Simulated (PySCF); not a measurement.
**Broadened absorption spectrum of ZrH2(OMe)2**

ZrH2(OMe)2, C₂H₈O₂Zr (singlet state).
Bonds: Zr1–O4, Zr1–O9, O4–C5, O9–C10. Hydrogens: H2, H3 on Zr1; H6, H7, H8 on C5; H11, H12, H13 on C10.

Level of theory: PySCF, TDDFT PBE0/def2-SVPD, vertical, gas phase, core orbitals frozen in the response, def2 core potentials past Kr. Isolated species at its PBE0-D3(BJ)/def2-SVP geometry, gas phase. Spin–orbit coupling is left out.

Computed states:

| state | E (eV) | f |
| --- | --- | --- |
| S1 | 4.37 | 0.0005 |
| S2 | 5.24 | 0.043 |
| S3 | 5.34 | 0.0024 |
| S4 | 5.66 | 0.0000 |
| S5 | 5.81 | 0.0000 |
| S6 | 6.09 | 0.0094 |
| S7 | 6.09 | 0.0022 |
| S8 | 6.16 | 0.040 |
| S9 | 6.17 | 0.0011 |
| S10 | 6.25 | 0.069 |

Each state is given a Gaussian of 0.5 eV full width at half maximum, with ε(max) = 2.175×10⁸ f / Δν̃ (Δν̃ the width in cm⁻¹). The cross-section is σ = 3.8235×10⁻²¹ ε cm², given in Mb (10⁻¹⁸ cm²). The width is an assumption, not a result. The curve ends short of the highest state used, and states not computed would add to its high-energy end.

Question: What does the envelope look like, and where are its maxima?

Answer: 
```
λ (nm)  σ (Mb)
 219.4    2.58
 223.7    3.80
 227.9    6.20
 232.2    8.48
 236.4    9.36
 240.7    8.50
 244.9    6.51
 249.2    4.22
 253.4    2.41
 257.7    1.20
 261.9    0.55
 266.2    0.25
 270.4    0.14
 274.7    0.10
 278.9    0.10
 283.2    0.10
 287.4    0.10
 291.7    0.08
 295.9    0.07
 300.1    0.05
 304.4    0.04
 308.6    0.03
 312.9    0.02
 317.1    0.01
 321.4    0.01
 325.6    0.00
 329.9    0.00
 334.1    0.00
 338.4    0.00
 342.6    0.00
```

Maxima: 282 nm (4.40 eV), ε about 27, made up of S1 (96%) (hardly more than a shoulder); 236 nm (5.25 eV), ε about 2400, made up of S2 (95%) (ε in L mol⁻¹ cm⁻¹; maxima over ε = 5, shares over 10%).

Question: Coming from long wavelengths, where does ε first pass 100 L mol⁻¹ cm⁻¹?

Answer: At about 264 nm (4.70 eV), 0.33 eV above S1.

Question: On this curve, what absorbance would a 10⁻⁵ mol/L sample give at 248 nm over a 1 cm path?

Answer: 248 nm is 4.999 eV, where ε is about 1300 L mol⁻¹ cm⁻¹, so A = ε c l ≈ 0.013 (Beer–Lambert, with the gas-phase spectrum and the assumed width).

Question: What would ε be at 5.25 eV, the highest of these maxima, with half the width (0.25 eV)?

Answer: About 4820 L mol⁻¹ cm⁻¹ against 2450, a factor of about 1.97; a lone state at its own centre would give exactly 2.

All these states lie below the vertical ionisation energy of 9.40 eV (ΔSCF).

Hardware: an AMD EPYC with one thread, shared host. Cost: 3.0 min of wall time (with the writing of density and orbital grids), 0.93 GiB resident at most.
